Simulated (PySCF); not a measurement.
Br3In, SMILES [Br][In-]([Br])[Br], charge -1, multiplicity 2. Geometry: PBE0-D3(BJ)/def2-SVPD. The def2 effective core potentials stand for the cores of In; spin–orbit coupling is left out.

Computed equilibrium geometry at PBE0-D3(BJ)/def2-SVPD (PySCF confirms it by a frequency run) as a Z-matrix, and its point group:
point group C3v.
```
In
Br 1 2.6350
Br 1 2.6350 2 108.77
Br 1 2.6350 2 108.77 3 118.33
```
Charge -1, spin multiplicity 2.
